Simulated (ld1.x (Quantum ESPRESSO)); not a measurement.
## An all-electron radial function and its pseudo partner (N (Z = 7))

Columns: radius, all-electron u(r) and pseudo u(r) of the 2s shell (level -32.33 eV) of nitrogen in the configuration [He] 2s2 2p2; BLYP, scalar-relativistic, RRKJ scheme, ld1.x (Quantum ESPRESSO) 7.5.

```
r (bohr)  all-electron   pseudo
   0.088        0.3932  -0.0685
   0.175        0.3567  -0.1413
   0.262        0.1557  -0.2243
   0.350       -0.0919  -0.3231
   0.438       -0.3268  -0.4381
   0.525       -0.5235  -0.5630
   0.612       -0.6780  -0.6862
   0.700       -0.7921  -0.7924
   0.788       -0.8677  -0.8676
   0.875       -0.9103  -0.9103
   0.962       -0.9266  -0.9266
   1.050       -0.9222  -0.9222
   1.138       -0.9020  -0.9020
   1.225       -0.8705  -0.8705
   1.312       -0.8310  -0.8310
   1.400       -0.7858  -0.7858
   1.487       -0.7380  -0.7380
   1.575       -0.6883  -0.6883
   1.662       -0.6392  -0.6392
   1.750       -0.5903  -0.5903
   1.838       -0.5430  -0.5430
   1.925       -0.4983  -0.4983
   2.012       -0.4559  -0.4559
   2.100       -0.4156  -0.4156
   2.188       -0.3780  -0.3780
   2.275       -0.3435  -0.3435
```

Task: How many radial nodes do the two functions have?

Result: The all-electron 2s function has n − l − 1 = 1; the pseudo-wave has 0, since the states of the same l below it are removed with the core.

Task: At about which radius was the pseudo-wave matched?

Result: 0.90 bohr. The columns agree to 0.0005 from 0.70 bohr on; several derivatives are matched, so the curves merge somewhat inside the radius.

Task: Where does each function peak?

Result: Outermost all-electron maximum near 0.96 bohr, pseudo maximum near 0.96 bohr (to the table’s step).

Task: Is the pseudo-wave norm-conserving?

Result: Yes: the RRKJ scheme keeps the norm inside the radius equal to the all-electron one, which fixes the energy derivative of the logarithmic derivative at the level.
